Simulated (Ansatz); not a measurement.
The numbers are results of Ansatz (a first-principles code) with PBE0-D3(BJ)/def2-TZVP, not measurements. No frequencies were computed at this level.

Ansatz 0.2 input:
```yaml
crystal:
  periodic: [false, false, false]
  atoms:
    - { symbol: O, position_ang: [1.301411, -1.221301, 0.055933] }
    - { symbol: Ga, position_ang: [-0.102685, -0.206024, -0.00286] }
    - { symbol: O, position_ang: [-1.657075, -0.95805, -0.058778] }
    - { symbol: O, position_ang: [-0.069122, 1.541206, -0.009402] }
    - { symbol: H, position_ang: [2.18414, -0.852813, 0.080634] }
    - { symbol: H, position_ang: [-2.397239, -0.349011, -0.088274] }
    - { symbol: H, position_ang: [0.740571, 2.045991, 0.022746] }
basis:
  gaussian: { orbitals: def2-tzvp }
hamiltonian:
  xc: pbe0
  dispersion: d3bj
relax:
  max_steps: 150
```

Output:

```
Functional definition: PBE0
998 factors; their error is unknown
mean field evaluation 1: about -58545.2108 eV, gradient 9.6e1 eV
mean field evaluation 2: about -58516.5523 eV, gradient 1.6e2 eV
mean field evaluation 4: about -58559.3807 eV, gradient 6.8e0 eV
mean field evaluation 8: about -58559.6440 eV, gradient 3.0e-1 eV
mean field -58559.64409725 eV, -2152.0272274214 hartree, gradient 6.1e-5 eV, S^2 0.000000; 0 other end points of the search recorded, 0 dependent functions left out
reference -58559.64412462 eV, -2152.0272284274 hartree; 29, 29 occupied and 130, 130 virtual orbitals, 998 factors
relax step   1: F+E_penalty+E_count = -58559.72277081 eV  Δ(F+E_penalty+E_count) = +0.000e0 eV  max|allowed force component| = 1.039e0 eV/Å  Δτ_max = 0.0000 Å  (27 SCF iters, accepted)
these checks for a lower state are left out or cut short: starts, cluster_reference, orbital_swaps, neighbouring_geometries, increment
998 factors; their error is unknown
mean field evaluation 16: about -58559.4857 eV, gradient 2.4e0 eV
mean field -58559.69346149 eV, -2152.0290415240 hartree, gradient 1.5e-5 eV, S^2 0.000000; 0 other end points of the search recorded, 0 dependent functions left out
reference -58559.69348888 eV, -2152.0290425304 hartree; 29, 29 occupied and 130, 130 virtual orbitals, 998 factors
relax step   2: F+E_penalty+E_count = -58559.77178048 eV  Δ(F+E_penalty+E_count) = -4.901e-2 eV  max|allowed force component| = 5.592e-1 eV/Å  Δτ_max = 0.0212 Å  (32 SCF iters, accepted)
these checks for a lower state are left out or cut short: starts, cluster_reference, orbital_swaps, neighbouring_geometries, increment
998 factors; their error is unknown
mean field -58559.72382015 eV, -2152.0301571840 hartree, gradient 1.7e-5 eV, S^2 0.000000; 0 other end points of the search recorded, 0 dependent functions left out
reference -58559.72384752 eV, -2152.0301581898 hartree; 29, 29 occupied and 130, 130 virtual orbitals, 998 factors
relax step   3: F+E_penalty+E_count = -58559.80193301 eV  Δ(F+E_penalty+E_count) = -3.015e-2 eV  max|allowed force component| = 1.241e-1 eV/Å  Δτ_max = 0.0339 Å  (32 SCF iters, accepted)
these checks for a lower state are left out or cut short: starts, cluster_reference, orbital_swaps, neighbouring_geometries, increment
998 factors; their error is unknown
mean field evaluation 32: about -58559.7275 eV, gradient 3.0e-1 eV
mean field -58559.72761009 eV, -2152.0302964619 hartree, gradient 1.6e-5 eV, S^2 0.000000; 0 other end points of the search recorded, 0 dependent functions left out
reference -58559.72763742 eV, -2152.0302974663 hartree; 29, 29 occupied and 130, 130 virtual orbitals, 998 factors
relax step   4: F+E_penalty+E_count = -58559.80590442 eV  Δ(F+E_penalty+E_count) = -3.971e-3 eV  max|allowed force component| = 8.130e-2 eV/Å  Δτ_max = 0.0342 Å  (32 SCF iters, accepted)
these checks for a lower state are left out or cut short: starts, cluster_reference, orbital_swaps, neighbouring_geometries, increment
998 factors; their error is unknown
mean field -58559.72831639 eV, -2152.0303224180 hartree, gradient 1.6e-5 eV, S^2 0.000000; 0 other end points of the search recorded, 0 dependent functions left out
reference -58559.72834370 eV, -2152.0303234215 hartree; 29, 29 occupied and 130, 130 virtual orbitals, 998 factors
relax step   5: F+E_penalty+E_count = -58559.80674812 eV  Δ(F+E_penalty+E_count) = -8.437e-4 eV  max|allowed force component| = 7.650e-3 eV/Å  Δτ_max = 0.0203 Å  (32 SCF iters, accepted)
998 factors; their error is unknown
mean field evaluation 64: about -58559.7283 eV, gradient 4.9e-5 eV
mean field -58559.72831639 eV, -2152.0303224180 hartree, gradient 1.6e-5 eV, S^2 0.000000; 1 other end points of the search recorded, 0 dependent functions left out
reference -58559.72834370 eV, -2152.0303234215 hartree; 29, 29 occupied and 130, 130 virtual orbitals, 998 factors
Total energy: -58559.80677543 eV, -2152.0332057345 hartree
Atom 0 at     1.321669    -1.244644     0.053452 Å, force     0.001416     0.001493    -0.000062 eV/Å
Atom 1 at    -0.108706    -0.196921    -0.003352 Å, force    -0.006993    -0.003295    -0.000078 eV/Å
Atom 2 at    -1.688748    -0.988857    -0.059396 Å, force     0.005737     0.000621     0.000029 eV/Å
Atom 3 at    -0.071793     1.585512    -0.007978 Å, force     0.004509     0.000820     0.000101 eV/Å
Atom 4 at     2.157283    -0.775313     0.082604 Å, force    -0.003521     0.005338    -0.000059 eV/Å
Atom 5 at    -2.412005    -0.358319    -0.088703 Å, force     0.000597     0.002673     0.000143 eV/Å
Atom 6 at     0.802302     1.978540     0.023371 Å, force    -0.001746    -0.007650    -0.000074 eV/Å
Dipole moment:     0.338172     0.461222     0.010841 e Å
```

Cost: very roughly 20 core-seconds.
